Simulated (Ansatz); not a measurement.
A nudged elastic band was laid between two geometries of AlH4NaOSi (8 atoms, charge 0, multiplicity 1).

Level of theory: RKS B3LYP/def2-SVP (Ansatz 0.2.0).

```json
{
  "movable images": "9",
  "climbing image": "yes",
  "spring": "5.0 eV/Å²",
  "optimiser": "quadratic models (default)",
  "start path": "through a guess of the saddle point",
  "force threshold": "0.03 eV/Å",
  "iteration limit": "60",
  "end points": "relaxed"
}
```

Initial state:

```xyz
8
Properties=species:S:1:pos:R:3
Na 0.247 2.589 -2.358
O -0.081 0.953 -1.283
Si -0.513 -0.484 -0.639
Al 0.512 -0.360 1.595
H -0.027 -1.679 -1.431
H -2.010 -0.702 -0.575
H -0.178 0.414 2.821
H 2.051 -0.731 1.870
```

Final state:

```xyz
8
Properties=species:S:1:pos:R:3
Na 0.776 2.354 -2.561
O -0.060 0.841 -1.599
Si -0.594 -0.343 -0.625
Al 0.512 -0.300 1.595
H -0.398 -1.739 -1.187
H -2.089 -0.304 -0.370
H 0.236 -1.326 2.798
H 1.617 0.817 1.948
```

Q: Which bonds break or form, and what moves?

A: No bond is made or broken. The dihedral H5–Si3–Al4–H7 goes from -156 to -54°.

Q: Give the energies along the band, and the barrier.

A: The run converged. The highest image is number 1 of 0 to 10, 0.0 kJ/mol above the first end and 2.2 kJ/mol above the last; the last end lies 2.2 kJ/mol below the first. The top lies less than 8 meV above the higher end, about what the thresholds resolve: that end is a shoulder or a very shallow well. A vibrational analysis at the climbing image gives no mode beyond 40i cm⁻¹: the surface is too flat there to confirm a saddle point.

```json
{"image": "0", "path coordinate (Å)": "0.00", "energy (kJ/mol)": "0.0", "dihedral H5–Si3–Al4–H7 (°)": "-156"}
{"image": "1", "path coordinate (Å)": "0.29", "energy (kJ/mol)": "0.0", "dihedral H5–Si3–Al4–H7 (°)": "-146"}
{"image": "2", "path coordinate (Å)": "0.57", "energy (kJ/mol)": "0.0", "dihedral H5–Si3–Al4–H7 (°)": "-136"}
{"image": "3", "path coordinate (Å)": "0.86", "energy (kJ/mol)": "-0.1", "dihedral H5–Si3–Al4–H7 (°)": "-125"}
{"image": "4", "path coordinate (Å)": "1.14", "energy (kJ/mol)": "-0.3", "dihedral H5–Si3–Al4–H7 (°)": "-114"}
{"image": "5", "path coordinate (Å)": "1.43", "energy (kJ/mol)": "-0.5", "dihedral H5–Si3–Al4–H7 (°)": "-103"}
{"image": "6", "path coordinate (Å)": "1.71", "energy (kJ/mol)": "-1.0", "dihedral H5–Si3–Al4–H7 (°)": "-93"}
{"image": "7", "path coordinate (Å)": "2.00", "energy (kJ/mol)": "-1.4", "dihedral H5–Si3–Al4–H7 (°)": "-82"}
{"image": "8", "path coordinate (Å)": "2.29", "energy (kJ/mol)": "-1.8", "dihedral H5–Si3–Al4–H7 (°)": "-72"}
{"image": "9", "path coordinate (Å)": "2.57", "energy (kJ/mol)": "-2.1", "dihedral H5–Si3–Al4–H7 (°)": "-63"}
{"image": "10", "path coordinate (Å)": "2.86", "energy (kJ/mol)": "-2.2", "dihedral H5–Si3–Al4–H7 (°)": "-54"}
```

Q: What is the geometry of the highest image?

A: 
```xyz
8
Properties=species:S:1:pos:R:3
Na 0.303 2.550 -2.435
O -0.075 0.961 -1.308
Si -0.517 -0.457 -0.633
Al 0.510 -0.360 1.606
H -0.060 -1.675 -1.409
H -2.017 -0.652 -0.553
H -0.228 0.228 2.906
H 2.084 -0.594 1.825
```

Run time: 90 s on 1 thread of AMD EPYC 9R45 96-Core Processor (Zen 5), on a shared host, peak memory 0.19 GiB.
